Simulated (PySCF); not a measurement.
## Do core-level shifts follow atomic charges?

Compound: C4H12N2Si.
Numbering: `[NH2:1][CH2:2][C@H:3]1[CH2:4][CH2:5][NH:6][SiH2:7]1`

Binding energies: delta-SCF UKS SCAN, pcX-2 on the ionised atom, pcseg-1 elsewhere, spin-free X2C in PySCF 2.14.0. Charges: PBE0/pcSseg-1 ground-state density, for the ionised atom.

```csv
atom,environment,C 1s (eV),Mulliken (e),IAO (e),Hirshfeld (e),ESP (e)
C3,sp3 carbon bound to silicon,289.84,-0.580,-0.396,-0.119,-0.147
C4,ring CH2 carbon,290.53,-0.213,-0.253,-0.069,-0.298
C2,sp3 carbon bound to nitrogen,291.20,-0.002,-0.134,-0.027,+0.346
C5,sp3 carbon bound to nitrogen,291.38,+0.009,-0.136,-0.025,+0.061
```

Question: Give the correlation coefficient and slope of binding energy on charge for each scheme.

Answer: Hirshfeld: r = 0.99, slope 15.7 eV per e; IAO: r = 0.99, slope 5.6 eV per e; Mulliken: r = 0.98, slope 2.5 eV per e; ESP: r = 0.67, slope 1.7 eV per e. On 4 points no scheme stands out.

Question: The point-charge model writes a binding energy as kq + V + constant, with V the potential of the other atoms' charges at the site. What does it give with the Hirshfeld charges?

Answer: V = Σ 14.40 eV Å × q/r over all other atoms: +1.16 eV at C3, +0.51 eV at C4, -0.44 eV at C2, -0.32 eV at C5. Fitting binding energy − V to q gives k = 32.5 eV per e and leaves an rms residual of 0.12 eV, against 0.06 eV for the fit on q alone. The model has no term for differences in relaxation between sites.

Isolated species at its PBE0-D3(BJ)/def2-SVP geometry (one conformer only).
